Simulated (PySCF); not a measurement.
# Two-component Hartree-Fock for Pd²⁸⁺ (palladium, charge +28)

Start: [Ar]. Calculated with PySCF 2.14 in an even-tempered Gaussian basis (19 s from 1.4 bohr⁻², ratio 2.6; 14 p from 1.9 bohr⁻², ratio 2.6; 6 d from 1.9 bohr⁻², ratio 2.8; 3 f from 36 bohr⁻², ratio 2.8): generalised Hartree-Fock with the X2C-1e Hamiltonian and a Gaussian nucleus; spin-orbit coupling (SO) screened by Boettger's factors.

```tsv
spinor shell	electrons	ε, screened SO (eV)	weight of nominal j (screened SO)	rms radius, screened SO (bohr)
1s1/2	2	-25818.1	1.000	0.0365
2s1/2	2	-4971.8	1.000	0.148
2p1/2	2	-4705.4	1.000	0.128
2p3/2	4	-4541.5	1.000	0.133
3s1/2	2	-1788.9	1.000	0.366
3p1/2	2	-1682.7	1.000	0.355
3p3/2	4	-1645.6	1.000	0.363
```

```json
{"quantity": "E (hartree)", "screened SO": "-4506.77558"}
{"quantity": "M_J", "screened SO": "0"}
{"quantity": "⟨J²⟩", "screened SO": "0.000"}
{"quantity": "⟨L²⟩", "screened SO": "0.007"}
{"quantity": "⟨S²⟩", "screened SO": "0.007"}
```

Breit and QED terms are absent; they matter most for the inner s and p1/2 levels.

Densities and radii are taken from the X2C orbitals without a picture-change correction, which distorts them close to the nucleus.
